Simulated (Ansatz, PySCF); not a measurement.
Conformers of CH5NOSi (SMILES CO[Si]N), B3LYP-D3(BJ)/def2-TZVP minima from an xTB search, which can miss the lowest.
Conformer 1 (charge 0, multiplicity 1):
```xyz
9

C     -1.614     0.130     0.527
O     -0.394     0.030    -0.186
Si     1.102    -0.083     0.538
N      2.038    -0.164    -0.892
H     -2.121     1.056     0.251
H     -1.457     0.126     1.612
H     -2.257    -0.713     0.266
H      1.660    -0.139    -1.829
H      3.043    -0.243    -0.873
```

Cores are frozen in the correlated methods. CBS(a, b) extrapolates the correlation energy as X⁻³ and adds the Hartree–Fock energy of set b. MP2 and its Hartree–Fock in cc-pV(Q+d)Z are density fitted. Rows in 6-31G* carry no dispersion term and start afresh at each structure (6-31G* with six Cartesian d functions).

Run with Ansatz (Gaussian orbitals); PySCF for 6-31G* rows. 

Electronic energies of 2 conformers above conformer 1 (kcal/mol):

```json
[
 {"level": "PBE/def2-TZVPP", "conformer 1": "0.00", "conformer 2": "1.02"},
 {"level": "B3LYP/6-31G*", "conformer 1": "0.00", "conformer 2": "1.22"},
 {"level": "wB97M-V/def2-TZVPP", "conformer 1": "0.00", "conformer 2": "0.75"},
 {"level": "MP2/CBS(cc-pV(T+d)Z, cc-pV(Q+d)Z) + ΔCCSD(T)/cc-pV(D+d)Z", "conformer 1": "0.00", "conformer 2": "0.77"}
]
```

### Question
Give Boltzmann populations at 298.15 K for each level, counting each conformer once and leaving out zero-point, thermal and symmetry terms.

### Answer

Weights exp(−E/RT) with RT = 0.5925 kcal/mol, divided by their sum:
- PBE/def2-TZVPP: 85 %, 15 %
- B3LYP/6-31G*: 89 %, 11 %
- wB97M-V/def2-TZVPP: 78 %, 22 %
- MP2/CBS(cc-pV(T+d)Z, cc-pV(Q+d)Z) + ΔCCSD(T)/cc-pV(D+d)Z: 79 %, 21 %
The share of conformer 1 runs from 78 to 89 % over these levels.

Ansatz is a first-principles code.
